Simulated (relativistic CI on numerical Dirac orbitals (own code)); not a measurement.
## Electric-dipole transitions in Pb²⁴⁺

These numbers are calculated, not measured: Dirac-Coulomb-Breit CI, separate exchange-only KLI orbitals for each configuration, model QED (radiative potential, 1s self-energy scaled to tabulated hydrogen-like ionisation energies), unscaled Slater integrals (own radial code, finite nucleus).

Configurations in the expansion (outside the closed core [Ar] 3d10): 4s²4p⁶4d¹⁰4f¹², 4s²4p⁶4d¹⁰4f¹¹5s, 4s²4p⁶4d¹⁰4f¹⁰5s², 4s²4p⁶4d¹⁰4f¹¹5p, 4s²4p⁶4d¹⁰4f¹⁰5s5p, 4s²4p⁶4d⁹4f¹³, 4s²4p⁶4d¹⁰4f¹⁰5p², 4s²4p⁶4d¹⁰4f¹⁰5s5d, 4s²4p⁶4d¹⁰4f¹¹5d, 4s²4p⁶4d⁸4f¹⁴, 4s²4p⁶4d⁹4f¹¹5s², 4s²4p⁵4d¹⁰4f¹³, 4s²4p⁶4d⁹4f¹²5s, 4s²4p⁶4d¹⁰4f¹¹5f, 4s²4p⁶4d¹⁰4f¹¹6s, 4s²4p⁶4d¹⁰4f¹¹6p, 4s²4p⁶4d⁹4f¹²5p, 4s²4p⁶4d¹⁰4f¹¹5g, 4s²4p⁶4d¹⁰4f¹¹6d, 4s4p⁶4d¹⁰4f¹³, 4s²4p⁶4d⁸4f¹³5s, 4s²4p⁴4d¹⁰4f¹⁴, 4s²4p⁶4d¹⁰4f¹¹7s, 4s²4p⁶4d¹⁰4f¹¹6g, 4s²4p⁵4d¹⁰4f¹²5s, 4s²4p⁵4d⁹4f¹⁴, 4s4p⁶4d¹⁰4f¹¹5s², 4p⁶4d¹⁰4f¹⁴, 4s4p⁶4d⁹4f¹⁴, 4s4p⁶4d¹⁰4f¹²5s, 4s4p⁶4d⁹4f¹³5s, 4s²4p⁴4d¹⁰4f¹³5s, 4s4p⁵4d¹⁰4f¹⁴, 4s4p⁶4d¹⁰4f¹²6s, 4s4p⁶4d¹⁰4f¹²7s. Levels of other configurations are missing.

```
λ vac (nm)                       Lower                        Upper   A (s⁻¹)  E lower (cm⁻¹)  E upper (cm⁻¹)
    13.905  4s²4p⁶4d¹⁰4f¹¹5s ³L°9 [57]   4s²4p⁶4d¹⁰4f¹¹5p ³L9 [355]  9.19e+10          644639         1363796
    14.046  4s²4p⁶4d¹⁰4f¹¹5s ³K°8 [35]   4s²4p⁶4d¹⁰4f¹¹5p ³K8 [287]  6.98e+10          607816         1319784
    14.089  4s²4p⁶4d¹⁰4f¹¹5s ⁵I°8 [14]   4s²4p⁶4d¹⁰4f¹¹5p ⁵I8 [193]  7.99e+10          520762         1230540
    14.138  4s²4p⁶4d¹⁰4f¹¹5s ⁵G°5 [36]   4s²4p⁶4d¹⁰4f¹¹5p ⁵H6 [282]  1.01e+11          609209         1316502
    14.140  4s²4p⁶4d¹⁰4f¹¹5s ⁵S°2 [21]   4s²4p⁶4d¹⁰4f¹¹5p ⁵P3 [231]  1.17e+11          568441         1275676
    14.144  4s²4p⁶4d¹⁰4f¹¹5s ³H°6 [17]   4s²4p⁶4d¹⁰4f¹¹5p ³I7 [215]  1.12e+11          557063         1264053
    14.195  4s²4p⁶4d¹⁰4f¹¹5s ⁵I°6 [22]   4s²4p⁶4d¹⁰4f¹¹5p ³H5 [229]  6.95e+10          568838         1273289
    14.197  4s²4p⁶4d¹⁰4f¹¹5s ⁵I°7 [20]   4s²4p⁶4d¹⁰4f¹¹5p ⁵I7 [222]  7.32e+10          564515         1268867
    14.211  4s²4p⁶4d¹⁰4f¹¹5s ³H°4 [18]   4s²4p⁶4d¹⁰4f¹¹5p ³G3 [213]  1.12e+11          559613         1263287
    14.228  4s²4p⁶4d¹⁰4f¹¹5s ³H°5 [19]   4s²4p⁶4d¹⁰4f¹¹5p ⁵H4 [218]  9.13e+10          563743         1266589
    14.239  4s²4p⁶4d¹⁰4f¹¹5s ³H°6 [39]   4s²4p⁶4d¹⁰4f¹¹5p ³I7 [292]  1.08e+11          619964         1322271
    14.239  4s²4p⁶4d¹⁰4f¹¹5s ⁵G°6 [28]   4s²4p⁶4d¹⁰4f¹¹5p ⁵H7 [255]  1.10e+11          594146         1296429
    14.243  4s²4p⁶4d¹⁰4f¹¹5s ⁵F°5 [16]   4s²4p⁶4d¹⁰4f¹¹5p ³H6 [207]  9.35e+10          552670         1254768
    14.249  4s²4p⁶4d¹⁰4f¹¹5s ³H°4 [18]   4s²4p⁶4d¹⁰4f¹¹5p ³F4 [212]  7.36e+10          559613         1261427
    14.276  4s²4p⁶4d¹⁰4f¹¹5s ⁵I°8 [14]   4s²4p⁶4d¹⁰4f¹¹5p ⁵K9 [188]  1.28e+11          520762         1221221
    14.278  4s²4p⁶4d¹⁰4f¹¹5s ⁵F°5 [16]   4s²4p⁶4d¹⁰4f¹¹5p ³G5 [205]  5.72e+10          552670         1253058
    14.285  4s²4p⁶4d¹⁰4f¹¹5s ⁵I°6 [22]   4s²4p⁶4d¹⁰4f¹¹5p ⁵I7 [222]  4.71e+10          568838         1268867
    14.293  4s²4p⁶4d¹⁰4f¹¹5s ³K°7 [38]   4s²4p⁶4d¹⁰4f¹¹5p ³K7 [276]  6.99e+10          612531         1312150
    14.303  4s²4p⁶4d¹⁰4f¹¹5s ⁵F°5 [25]   4s²4p⁶4d¹⁰4f¹¹5p ⁵G6 [241]  1.01e+11          589070         1288241
    14.306  4s²4p⁶4d¹⁰4f¹¹5s ³I°7 [15]   4s²4p⁶4d¹⁰4f¹¹5p ³H6 [197]  1.07e+11          534654         1233665
    14.345  4s²4p⁶4d¹⁰4f¹¹5s ³I°7 [15]   4s²4p⁶4d¹⁰4f¹¹5p ³I7 [196]  8.23e+10          534654         1231739
    14.351  4s²4p⁶4d¹⁰4f¹¹5s ⁵I°7 [20]   4s²4p⁶4d¹⁰4f¹¹5p ⁵K8 [209]  1.17e+11          564515         1261338
    14.370  4s²4p⁶4d¹⁰4f¹¹5s ³I°7 [15]   4s²4p⁶4d¹⁰4f¹¹5p ⁵I8 [193]  4.55e+10          534654         1230540
    14.378  4s²4p⁶4d¹⁰4f¹¹5s ³I°7 [48]   4s²4p⁶4d¹⁰4f¹¹5p ³K8 [301]  8.49e+10          632314         1327807
    14.398  4s²4p⁶4d¹⁰4f¹¹5s ³K°8 [35]   4s²4p⁶4d¹⁰4f¹¹5p ³L9 [261]  1.24e+11          607816         1302381
    14.478  4s²4p⁶4d¹⁰4f¹¹5s ³K°7 [38]   4s²4p⁶4d¹⁰4f¹¹5p ³I6 [264]  8.28e+10          612531         1303211
    14.514  4s²4p⁶4d¹⁰4f¹¹5s ³L°9 [57]  4s²4p⁶4d¹⁰4f¹¹5p ³M10 [308]  1.22e+11          644639         1333651
    14.555  4s²4p⁶4d¹⁰4f¹¹5s ¹L°8 [77]   4s²4p⁶4d¹⁰4f¹¹5p ³M9 [373]  1.19e+11          686119         1373182
    24.449  4s²4p⁶4d¹⁰4f¹¹5s ⁵I°8 [14]    4s²4p⁶4d¹⁰4f¹¹5p ⁵H7 [96]  1.78e+10          520762          929768
    24.731  4s²4p⁶4d¹⁰4f¹¹5s ³I°7 [15]    4s²4p⁶4d¹⁰4f¹¹5p ³K8 [97]  1.37e+10          534654          938999
```

Terms are leading LS components. Brackets give the number of a level in order of energy, since labels repeat. The list gives strong lines, with weight on those to low levels, without lines whose two gauges differ by over a factor of 2.5, among the lowest 400 of 9968 levels, so that lines to higher ones, which can be the strongest, are missing. Levels whose partners in the same complex of configurations lie outside the list can be far off, and so can their lines. Rates are taken at the computed energies, electric ones in the length gauge.

At this charge transitions that keep the count of f electrons are usually good to a few per cent. Terms inside the open d or f shell come out 10 to 20 % too wide with unscaled integrals. Levels that differ in their count of f electrons can be misplaced by several ten thousand cm⁻¹, since the correlation energy of f electrons is missing or only estimated; rates across such gaps can be off by orders of magnitude.

(1) From the table, what is the radiative lifetime of 4s²4p⁶4d¹⁰4f¹¹5p ⁵I8?

Results:

(1) The listed rates from this level add up to about 1.25e+11 s⁻¹, 99 % of its decay; with all channels τ = 7.86e-12 s.

LS names give the leading component of a level, which can be under half, so a name can repeat, a term be missing and a line seem to break the LS rules.
